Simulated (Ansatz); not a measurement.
Relaxation of Ru2F6 with RKS PBE0-D4/def2-SVP.

```sh
$ ansatz run in.yaml --threads 4 --pin off --events-out ev --progress --plain --max-ram 4787MiB
```

```yaml
crystal:
  periodic: [false, false, false]
  atoms:
    - {symbol: Ru, position_ang: [-0.350060, 0.190870, 0.980160]}
    - {symbol: Ru, position_ang: [0.292370, -0.321030, -1.169510]}
    - {symbol: F, position_ang: [1.535970, -1.623090, -1.077650]}
    - {symbol: F, position_ang: [-1.353370, 0.464220, 2.509080]}
    - {symbol: F, position_ang: [0.530180, 1.677430, 1.161770]}
    - {symbol: F, position_ang: [1.770400, 0.893400, -1.268220]}
    - {symbol: F, position_ang: [-1.205220, -1.377990, 0.825580]}
    - {symbol: F, position_ang: [-1.220270, 0.096190, -1.961220]}
basis:
  gaussian: {orbitals: def2-SVP}
hamiltonian: {xc: pbe0, dispersion: d4}
scf: {lower_state_search: "off"}
output: {orbitals: {seedname: orbitals}}
relax: {f_tol: 0.02, max_steps: 100}
```

It took 46 s on 4 threads of AMD EPYC 9R45 on a shared host.

Positions (Å) and forces (eV/Å) at steps 1, 2, 3, 4, 5, 6, 7, 8, 9, 10, 11, 12, 13, 14, 15, 16, 17, 18, 19, 20, 21, 22, 23, 24, 25, 26, 27, 28 of 28:

```xyz
8
step=1 energy=-21434.5382 eV
Ru   -0.350    0.191    0.980    0.462   -0.255   -1.416
Ru    0.292   -0.321   -1.170    2.704    1.293    2.648
F     1.536   -1.623   -1.078   -0.072   -0.754   -0.328
F    -1.353    0.464    2.509   -0.401    0.017    0.305
F     0.530    1.677    1.162    1.100    1.546    0.377
F     1.770    0.893   -1.268   -1.749   -0.817    0.044
F    -1.205   -1.378    0.826   -0.448   -1.296   -0.182
F    -1.220    0.096   -1.961   -1.597    0.266   -1.449
8
step=2 energy=-21435.0447 eV
Ru   -0.284    0.232    1.004   -0.004    0.826   -1.091
Ru    0.251   -0.335   -1.083    0.735    0.370    1.312
F     1.461   -1.693   -1.124   -0.250   -0.120   -0.090
F    -1.388    0.475    2.487   -0.097   -0.279   -0.091
F     0.607    1.741    1.264    0.451    0.224    0.108
F     1.620    0.910   -1.211   -0.381   -0.081   -0.279
F    -1.098   -1.393    0.812   -0.385   -1.040    0.119
F    -1.169    0.064   -2.149   -0.068    0.101    0.012
8
step=3 energy=-21435.2189 eV
Ru   -0.283    0.270    0.948   -0.590    1.054    1.830
Ru    0.295   -0.298   -0.947   -0.281   -1.445   -1.492
F     1.387   -1.766   -1.108   -0.110    0.473    0.134
F    -1.477    0.422    2.387    0.232    0.035   -0.483
F     0.655    1.769    1.272    0.181   -0.013    0.151
F     1.601    0.939   -1.320   -0.256    0.064   -0.147
F    -1.027   -1.450    0.807    0.168   -0.333   -0.379
F    -1.152    0.114   -2.039    0.656    0.165    0.387
8
step=4 energy=-21435.4053 eV
Ru   -0.283    0.301    0.977   -0.123    0.964    0.849
Ru    0.286   -0.337   -0.940   -0.183   -0.835   -0.301
F     1.423   -1.763   -1.095   -0.174    0.332    0.122
F    -1.534    0.450    2.351    0.061   -0.079   -0.373
F     0.733    1.743    1.366   -0.042   -0.398   -0.027
F     1.516    0.946   -1.399   -0.123    0.028   -0.232
F    -1.004   -1.445    0.769    0.266   -0.204   -0.221
F    -1.136    0.106   -2.030    0.318    0.193    0.183
8
step=5 energy=-21435.6486 eV
Ru   -0.286    0.364    1.017    0.229    0.752    0.645
Ru    0.261   -0.383   -0.882    0.195    0.320   -0.285
F     1.417   -1.777   -1.045   -0.138    0.121    0.128
F    -1.660    0.456    2.262   -0.013   -0.156   -0.490
F     0.838    1.717    1.473   -0.243   -0.643   -0.134
F     1.398    0.925   -1.553   -0.364   -0.422   -0.031
F    -0.870   -1.474    0.723    0.255   -0.028    0.051
F    -1.097    0.172   -1.994    0.081    0.056    0.116
8
step=6 energy=-21435.8317 eV
Ru   -0.258    0.405    1.066   -0.342    0.224    0.423
Ru    0.248   -0.372   -0.856    0.432    0.545   -0.158
F     1.386   -1.770   -0.997   -0.058   -0.022   -0.011
F    -1.791    0.452    2.118    0.335   -0.165   -0.645
F     0.925    1.670    1.578   -0.053   -0.350   -0.047
F     1.328    0.891   -1.693   -0.365   -0.449    0.162
F    -0.731   -1.490    0.733    0.172    0.203    0.184
F    -1.107    0.215   -1.949   -0.120    0.014    0.091
8
step=7 energy=-21435.9650 eV
Ru   -0.236    0.437    1.091   -0.607   -0.048    0.312
Ru    0.261   -0.359   -0.838    0.281    0.362   -0.102
F     1.366   -1.777   -1.009   -0.046   -0.047   -0.032
F    -1.885    0.449    1.947    0.483   -0.072   -0.547
F     0.987    1.630    1.663    0.051   -0.160    0.025
F     1.283    0.869   -1.759   -0.135   -0.157    0.016
F    -0.631   -1.476    0.773    0.077    0.157    0.215
F    -1.146    0.227   -1.869   -0.105   -0.035    0.113
8
step=8 energy=-21436.0770 eV
Ru   -0.228    0.456    1.112   -0.267    0.159    0.173
Ru    0.293   -0.333   -0.827    0.117    0.031   -0.241
F     1.354   -1.781   -1.027   -0.054    0.007   -0.026
F    -1.951    0.466    1.763    0.234   -0.024   -0.271
F     1.037    1.570    1.761   -0.016   -0.147    0.062
F     1.248    0.867   -1.839   -0.079   -0.058    0.060
F    -0.554   -1.455    0.826    0.082    0.094    0.086
F    -1.197    0.210   -1.769   -0.016   -0.062    0.158
8
step=9 energy=-21436.1473 eV
Ru   -0.221    0.508    1.094   -0.094   -0.012    0.469
Ru    0.323   -0.330   -0.840   -0.022    0.239   -0.212
F     1.342   -1.802   -1.064   -0.050   -0.021    0.047
F    -1.997    0.494    1.575    0.271    0.128   -0.209
F     1.075    1.497    1.904   -0.226   -0.211   -0.146
F     1.209    0.880   -1.890   -0.037    0.008   -0.073
F    -0.468   -1.411    0.876    0.060   -0.001    0.032
F    -1.263    0.164   -1.656    0.097   -0.131    0.093
8
step=10 energy=-21436.1965 eV
Ru   -0.202    0.498    1.131   -0.085    0.297    0.212
Ru    0.349   -0.305   -0.843   -0.228    0.140   -0.450
F     1.348   -1.790   -1.062    0.013    0.024    0.027
F    -2.022    0.592    1.409    0.372   -0.027   -0.091
F     1.100    1.415    2.006   -0.206   -0.149   -0.009
F     1.149    0.913   -1.956   -0.068   -0.128    0.132
F    -0.413   -1.412    0.891   -0.037   -0.027   -0.014
F    -1.308    0.088   -1.576    0.240   -0.129    0.194
8
step=11 energy=-21436.2318 eV
Ru   -0.163    0.524    1.135   -0.196    0.054    0.424
Ru    0.361   -0.285   -0.877   -0.432    0.076   -0.418
F     1.375   -1.766   -1.051    0.053    0.030    0.044
F    -1.991    0.669    1.291    0.377    0.059   -0.092
F     1.091    1.329    2.180   -0.207   -0.124   -0.212
F     1.090    0.916   -2.048    0.012   -0.093    0.147
F    -0.405   -1.378    0.876    0.088    0.084   -0.080
F    -1.358   -0.009   -1.507    0.304   -0.087    0.187
8
step=12 energy=-21436.2622 eV
Ru   -0.134    0.517    1.169   -0.213   -0.093    0.216
Ru    0.345   -0.292   -0.914   -0.635    0.211   -0.207
F     1.427   -1.732   -1.052    0.038    0.084    0.133
F    -1.956    0.796    1.151    0.581    0.004    0.011
F     1.094    1.261    2.294   -0.315   -0.164   -0.346
F     1.039    0.941   -2.065    0.045   -0.050    0.021
F    -0.394   -1.373    0.849    0.014    0.082   -0.003
F    -1.422   -0.118   -1.431    0.485   -0.074    0.175
8
step=13 energy=-21436.2903 eV
Ru   -0.102    0.483    1.176   -0.686    0.127    0.387
Ru    0.303   -0.279   -0.941   -0.468   -0.383   -0.431
F     1.522   -1.631   -0.953   -0.158    0.332    0.036
F    -1.889    0.943    1.042    0.764   -0.132    0.135
F     1.127    1.146    2.345   -0.227   -0.127   -0.312
F     0.969    0.974   -2.079    0.088   -0.010   -0.011
F    -0.444   -1.385    0.798    0.060    0.170    0.066
F    -1.487   -0.251   -1.388    0.628    0.023    0.131
8
step=14 energy=-21436.3310 eV
Ru   -0.122    0.473    1.187   -0.227   -0.068    0.106
Ru    0.285   -0.286   -0.952    0.010   -0.222   -0.309
F     1.553   -1.592   -0.924   -0.168    0.238    0.091
F    -1.880    0.969    1.084    0.237   -0.013    0.079
F     1.145    1.122    2.306   -0.087   -0.032   -0.091
F     0.971    0.970   -2.072    0.075    0.027   -0.033
F    -0.473   -1.383    0.789    0.024    0.064    0.077
F    -1.480   -0.274   -1.417    0.136    0.005    0.080
8
step=15 energy=-21436.3511 eV
Ru   -0.140    0.456    1.190   -0.036   -0.162   -0.250
Ru    0.262   -0.281   -1.009    0.370   -0.197    0.212
F     1.605   -1.507   -0.807   -0.271    0.299   -0.054
F    -1.871    1.023    1.153    0.104    0.041    0.059
F     1.171    1.050    2.280   -0.050   -0.012   -0.012
F     0.984    0.963   -2.123   -0.037   -0.044    0.079
F    -0.510   -1.376    0.746    0.036    0.090    0.074
F    -1.501   -0.326   -1.431   -0.117   -0.015   -0.108
8
step=16 energy=-21436.3635 eV
Ru   -0.143    0.448    1.173   -0.071   -0.031   -0.004
Ru    0.248   -0.287   -1.011    0.206   -0.024   -0.082
F     1.618   -1.461   -0.760   -0.089    0.090   -0.031
F    -1.855    1.059    1.192   -0.002    0.061    0.019
F     1.197    1.015    2.243    0.003   -0.014    0.005
F     0.975    0.980   -2.094   -0.032   -0.049    0.041
F    -0.538   -1.377    0.748    0.020   -0.023    0.051
F    -1.501   -0.378   -1.491   -0.034   -0.010    0.001
8
step=17 energy=-21436.3687 eV
Ru   -0.154    0.439    1.173   -0.118    0.002   -0.027
Ru    0.244   -0.292   -1.019    0.017    0.095   -0.074
F     1.641   -1.420   -0.739    0.004   -0.037    0.008
F    -1.841    1.121    1.200    0.065    0.019    0.015
F     1.206    0.972    2.235   -0.008   -0.021   -0.003
F     0.957    0.990   -2.090   -0.027   -0.020    0.011
F    -0.552   -1.382    0.748    0.037   -0.035    0.068
F    -1.501   -0.428   -1.508    0.031   -0.004    0.002
8
step=18 energy=-21436.3750 eV
Ru   -0.181    0.423    1.168   -0.289    0.147    0.047
Ru    0.239   -0.293   -1.036   -0.139    0.086   -0.063
F     1.675   -1.352   -0.695    0.039   -0.096    0.014
F    -1.814    1.237    1.229    0.273   -0.117   -0.017
F     1.214    0.886    2.222   -0.037   -0.037   -0.055
F     0.924    1.011   -2.096   -0.027    0.019    0.002
F    -0.561   -1.396    0.759    0.039   -0.007    0.047
F    -1.495   -0.515   -1.550    0.141    0.004    0.026
8
step=19 energy=-21436.3792 eV
Ru   -0.200    0.414    1.168   -0.314    0.160    0.050
Ru    0.238   -0.296   -1.039   -0.083    0.046   -0.062
F     1.685   -1.341   -0.687   -0.034   -0.032   -0.006
F    -1.799    1.295    1.222    0.332   -0.171   -0.008
F     1.218    0.852    2.201   -0.065   -0.037   -0.061
F     0.902    1.039   -2.072   -0.019    0.012   -0.020
F    -0.556   -1.409    0.772    0.017    0.013    0.074
F    -1.488   -0.555   -1.565    0.167    0.009    0.034
8
step=20 energy=-21436.3888 eV
Ru   -0.244    0.402    1.165   -0.280    0.163    0.125
Ru    0.248   -0.289   -1.040   -0.024   -0.009   -0.178
F     1.695   -1.334   -0.686   -0.050    0.019   -0.015
F    -1.775    1.389    1.220    0.320   -0.208   -0.008
F     1.214    0.790    2.165   -0.072   -0.020   -0.064
F     0.865    1.088   -2.053   -0.033   -0.038    0.044
F    -0.542   -1.431    0.817   -0.012    0.075    0.058
F    -1.460   -0.616   -1.588    0.150    0.017    0.038
8
step=21 energy=-21436.3971 eV
Ru   -0.292    0.393    1.163   -0.074    0.013    0.082
Ru    0.262   -0.294   -1.043    0.034    0.122   -0.190
F     1.700   -1.348   -0.697   -0.005    0.013    0.017
F    -1.755    1.465    1.220    0.196   -0.151   -0.003
F     1.218    0.754    2.097   -0.104    0.003   -0.061
F     0.832    1.148   -1.993   -0.022   -0.070    0.031
F    -0.540   -1.445    0.868   -0.065    0.064    0.103
F    -1.424   -0.674   -1.616    0.039    0.005    0.021
8
step=22 energy=-21436.4174 eV
Ru   -0.348    0.350    1.165    0.235   -0.192    0.051
Ru    0.286   -0.281   -1.071    0.103    0.134   -0.261
F     1.711   -1.348   -0.694   -0.173    0.102   -0.048
F    -1.708    1.537    1.197    0.023   -0.082   -0.012
F     1.227    0.717    1.988   -0.169    0.021   -0.080
F     0.799    1.243   -1.928   -0.065   -0.195    0.179
F    -0.583   -1.485    0.992   -0.107    0.213    0.109
F    -1.384   -0.733   -1.650    0.153   -0.001    0.062
8
step=23 energy=-21436.4697 eV
Ru   -0.351    0.271    1.182    0.451   -0.144   -0.004
Ru    0.301   -0.236   -1.123    0.086    0.241   -0.203
F     1.700   -1.309   -0.689   -0.041   -0.097   -0.027
F    -1.632    1.528    1.131   -0.305    0.175   -0.058
F     1.239    0.711    1.922   -0.013    0.020   -0.032
F     0.783    1.325   -1.911   -0.034   -0.043    0.214
F    -0.692   -1.525    1.155   -0.133   -0.035    0.091
F    -1.349   -0.764   -1.668   -0.012   -0.118    0.019
8
step=24 energy=-21436.5113 eV
Ru   -0.358    0.210    1.175    0.244    0.154   -0.193
Ru    0.326   -0.216   -1.185   -0.101    0.441    0.142
F     1.690   -1.322   -0.718   -0.156    0.019   -0.102
F    -1.584    1.549    1.062    0.128   -0.359   -0.064
F     1.252    0.718    1.843   -0.206   -0.111   -0.128
F     0.762    1.436   -1.813   -0.089   -0.374    0.242
F    -0.771   -1.562    1.330   -0.058    0.251    0.036
F    -1.317   -0.813   -1.694    0.238   -0.022    0.066
8
step=25 energy=-21436.5738 eV
Ru   -0.313    0.208    1.181   -0.019   -0.073   -0.154
Ru    0.319   -0.188   -1.180   -0.060   -0.013    0.142
F     1.619   -1.402   -0.836    0.036   -0.009    0.005
F    -1.624    1.429    0.917    0.008    0.008   -0.021
F     1.294    0.772    1.790    0.048    0.020    0.003
F     0.795    1.497   -1.635    0.018    0.056    0.013
F    -0.796   -1.514    1.484    0.003    0.009    0.025
F    -1.295   -0.802   -1.723   -0.033    0.002   -0.012
8
step=26 energy=-21436.5749 eV
Ru   -0.313    0.204    1.179   -0.032   -0.057   -0.123
Ru    0.319   -0.187   -1.178   -0.039   -0.014    0.108
F     1.604   -1.417   -0.836    0.043   -0.017    0.005
F    -1.637    1.410    0.910   -0.002    0.016   -0.020
F     1.289    0.794    1.778    0.065    0.022    0.014
F     0.817    1.494   -1.623    0.017    0.065    0.008
F    -0.776   -1.519    1.495   -0.002   -0.007    0.028
F    -1.302   -0.779   -1.726   -0.051   -0.008   -0.020
8
step=27 energy=-21436.5777 eV
Ru   -0.313    0.191    1.167    0.006    0.023    0.060
Ru    0.315   -0.189   -1.179    0.012   -0.003   -0.012
F     1.615   -1.407   -0.843   -0.024    0.022   -0.027
F    -1.621    1.407    0.863    0.005   -0.002   -0.002
F     1.297    0.781    1.753   -0.018   -0.002   -0.014
F     0.803    1.512   -1.574   -0.010   -0.040    0.002
F    -0.791   -1.515    1.547   -0.006   -0.006    0.000
F    -1.305   -0.780   -1.734    0.037    0.008   -0.007
8
step=28 energy=-21436.5783 eV
Ru   -0.316    0.192    1.174    0.000    0.001   -0.005
Ru    0.316   -0.192   -1.174   -0.001    0.001    0.006
F     1.619   -1.410   -0.860    0.005   -0.005    0.000
F    -1.620    1.410    0.862    0.001   -0.001    0.001
F     1.297    0.784    1.749    0.001    0.000    0.001
F     0.799    1.510   -1.563    0.001    0.006   -0.001
F    -0.797   -1.511    1.558   -0.001    0.000    0.002
F    -1.298   -0.784   -1.747   -0.006   -0.002   -0.003
```

In the def2 sets Ru takes a core potential; there is no spin–orbit coupling. The structure comes from a short search, and lower isomers may exist.
